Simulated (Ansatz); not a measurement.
## Which is lower?

Two relaxed structures of SiHBrO₂, closed shell (PBE0-D4/def2-TZVP; forces vanish, vibrations not checked).

A:

O1  (1.189, -0.207, 0.966)
Si2  (0.048, -0.906, -0.129)
O3  (1.651, 0.218, -0.356)
Br4  (-1.366, 0.913, -0.392)
H5  (1.316, 1.133, -0.405)
(Å)

B:

| atom | x (Å) | y (Å) | z (Å) |
| --- | --- | --- | --- |
| O1 | -0.6604 | -1.7198 | 0.8529 |
| Si2 | -0.2606 | -0.4314 | 0.1828 |
| O3 | 1.1942 | 0.2567 | 0.2319 |
| Br4 | -1.5894 | 0.8109 | -1.0256 |
| H5 | 1.3162 | 1.0837 | -0.2419 |

Computed with Ansatz 0.2.0 (basis: def2-TZVPP); correlated methods freeze the cores. Filled d shells of the heavier atoms are correlated. The def2 sets are not built for correlating such inner shells, so the correlated values are less sure here. B3LYP uses VWN-RPA correlation.

Problem. Which structure is lower at CCSD(T), and by how much? (An estimate is asked for; the value comes from the calculation.)

Solution. By the calculation: B, by 417.7 kJ/mol (electronic energy, against the other). By their contacts, A is SiHBrO₂ ([Br][Si]1[O][OH]1) and B is SiHBrO₂ ([O][Si]([OH])[Br]).

All methods give the same order:

| method | E(B) − E(A) (kJ/mol) |
| --- | --- |
| PBE-D4 | -385.2 |
| r2SCAN-D4 | -421.3 |
| PBE0-D4 | -403.7 |
| B3LYP-D4 | -408.5 |
| wB97M-V | -400.8 |
| HF | -446.6 |
| MP2 | -454.4 |
| CCSD | -423.1 |
| CCSD(T) | -417.7 |

The T1 diagnostic stays at or below 0.014.

Labels in which every atom is bracketed show which atoms are joined, not bond orders.

For scale, one of the runs: CCSD(T)/def2-TZVPP, 166 basis functions, launched by `ansatz run in.yaml --threads 2 --pin off --events-out ev --progress --plain --max-ram 4352MiB`. Hardware: 2 CPU threads of an Intel Xeon 6975P-C, shared host. Wall time 24 s; peak host memory 1.5 GiB.
